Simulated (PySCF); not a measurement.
1,2,3-selenadiazole, C₂H₂N₂Se, SMILES c1c[se]nn1, point group Cs.

Level: PBE0/pcSseg-1 in PySCF (density fitting, grid level 2); geometry and Hessian at that level, cubic constants and property derivatives from steps of ±0.6 along each species' dimensionless normal coordinates, second-order vibrational perturbation theory. The parent has the commonest isotopes.

Equilibrium geometry (Å):

```tsv
atom	x	y	z
C1	-0.2753	-0.7172	-0.2699
C2	-0.6515	0.5922	-0.2261
Se3	0.7257	1.6665	-0.7469
N4	1.7248	0.0301	-0.9764
N5	1.0099	-0.9436	-0.6804
H6	-0.8946	-1.5697	-0.0131
H7	-1.6257	0.9614	0.0729
```

An isotope shift is δ(isotopologue) − δ(parent), that is, the negative of the change in the averaged GIAO shielding; n counts bonds from the nearest label (0: the labelled atom itself). These are computed values; those of heavy atoms are rounded to 5 ppb, about the numerical noise.

Question: What isotope shifts arise with ¹³C at 2?

Answer: 
```tsv
nucleus	n	0 K (ppb)	100 K (ppb)
C2	0	-45	-45
C1	1	-20	-20
Se3	1	-465	-470
H7	1	-3	-3
N4	2	-30	-30
N5	2	5	5
H6	2	-1	-1
```

Spin–orbit effects of the heavy atoms on shieldings are missing.
